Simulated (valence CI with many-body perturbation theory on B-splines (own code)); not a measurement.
# Ca6+ in three bases

Calculated by configuration interaction combined with many-body perturbation theory (CI+MBPT): four valence electrons over a frozen Dirac-Fock core [Ne], radial functions for each j: 9 s, 9 p, 8 d, 6 f, 3 g, 1 h, with the one-electron correlation potential Σ1 (screened to all orders), the two-electron term Σ2, the three-electron term Σ3, Breit, model QED; selected single and double excitations, second order for the rest (own B-spline code, finite nucleus).

Against 17 measured levels this calculation errs by 141 cm⁻¹ on average and by 402 at most. These come from a selection out of Sugar and Corliss, J. Phys. Chem. Ref. Data 8, 865 (1979). Levels without a partner in it may be off by more.

The reference run has the lowest level 3s²3p² ³P_0 and an ionisation energy of 127.306 eV. Its largest variational space holds 20000 state functions.

Names give the largest LS component (configuration and term), which can be under half, so a name can repeat, a term be missing and a line seem to break the LS rules; names also repeat where a configuration has a term twice.

Changed runs:
A. basis 6 s, 6 p, 5 d, 3 f, 1 g
B. basis 5 s, 5 p, 4 d, 2 f

Excitation energies of the reference run in cm⁻¹, and shifts in cm⁻¹:

```csv
Level,Reference,A,B
3s²3p² ³P_1,1627,-1.8,-4.6
3s²3p² ³P_2,4080,-1.7,-1.7
3s²3p² ¹D_2,22001,+110,+419
3s²3p² ¹S_0,49238,+163,+555
3s3p³ ⁵S°_2,114335,-167,-511
3s3p³ ³D°_1,160108,-0.8,+55
3s3p³ ³D°_2,160175,-1.0,+56
3s3p³ ³D°_3,160487,-0.6,+56
3s3p³ ³P°_0,185437,+67,+293
3s3p³ ³P°_1,185474,+67,+291
3s3p³ ³P°_2,185494,+65,+286
3s3p³ ¹D°_2,203591,+52,+115
Ionisation energy (eV),127.306,-0.017,-0.047
```
